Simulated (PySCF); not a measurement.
## Peak assignment

Atoms are numbered as in `[CH3:1][C:2]1([CH3:3])[CH2:4][C@@H:5]([SiH3:6])[C@:7]1([CH3:8])[F:9]`; H(Xn) means a hydrogen on atom n. Ha(C4) is cis to Si6 on the ring; Hb(C4) is trans to Si6 on the ring.

Theory: shieldings: GIAO PBE0/pcSseg-1, structure optimised with GFN2-xTB, in PySCF 2.14 (no solvent model, averaged over atoms made equivalent by symmetry, fast rotation or ring inversion, a single conformation, no relativistic terms).

δ = σ(ref) − σ, references computed at the same level: 13C and 1H against TMS.

Question: Assign these signals to the numbered atoms. 13C{1H} NMR (computed): δ 99.1 (C), 45.5 (C), 32.3 (CH2), 26.2 (CH3), 26.1 (CH), 25.2 (CH3), 21.1 (CH3).

Answer: 
| δ (ppm) | atoms | environment | reason |
| --- | --- | --- | --- |
| 99.1 | C7 | fully substituted sp3 carbon bonded to F | deshielded by the electronegative neighbour |
| 45.5 | C2 | quaternary sp3 carbon in a ring | a saturated carbon with 4 carbon neighbours and no heteroatom attached |
| 32.3 | C4 | sp3 CH2 in a ring | saturated and bonded to C and H only |
| 26.2 | C3 | methyl carbon | aliphatic region, no heteroatom directly attached |
| 26.1 | C5 | sp3 CH bonded to Si | – |
| 25.2 | C1 | methyl carbon | a saturated carbon with 1 carbon neighbour and no heteroatom attached |
| 21.1 | C8 | methyl carbon | – |

C3 and C5; C5 and C1 lie closer than the usual error of such a calculation, so a measured spectrum could show them in the other order.

Question: Assign these signals to the numbered atoms. 1H NMR (400 MHz, computed): δ 3.83 (d, 3H), 2.30 (m, 1H), 1.72 (m, 1H), 1.35 (m, 3H), 1.28 (s, 3H), 1.03 (m, 1H), 0.99 (s, 3H).

Answer: 
| δ (ppm) | atoms | environment | reason |
| --- | --- | --- | --- |
| 3.83 | H(Si6) | hydrogen on a silicon bonded to C | – |
| 2.30 | H(C5) | hydrogen on an sp3 CH bonded to Si | – |
| 1.72 | Hb(C4) | hydrogen on an sp3 CH2 in a ring | – |
| 1.35 | H(C8) | hydrogen on a methyl carbon | – |
| 1.28 | H(C1) | hydrogen on a methyl carbon | far from electronegative atoms and π systems |
| 1.03 | Ha(C4) | hydrogen on an sp3 CH2 in a ring | – |
| 0.99 | H(C3) | hydrogen on a methyl carbon | far from electronegative atoms and π systems |

H(C8) and H(C1); Ha(C4) and H(C3) lie closer than the usual error of such a calculation, so a measured spectrum could show them in the other order.

Splittings by 19F in the carbon and heteronuclear signals aren't shown, as no couplings were computed. Shifts are as computed. Against solution values, carbons near 30 ppm lie about +3 ppm off and those near 130 ppm about +5 ppm. Of 1211 compounds with measured shifts, 218 miss one by over three times the rms of a fit or turn the order of signals round; such compounds aren't used in these exercises. No couplings were computed; multiplicities are counted from neighbouring protons, with m where these are inequivalent, close in shift, in a saturated or five-membered ring or joined by F or P, and br s for small geminal =CH2 splittings.
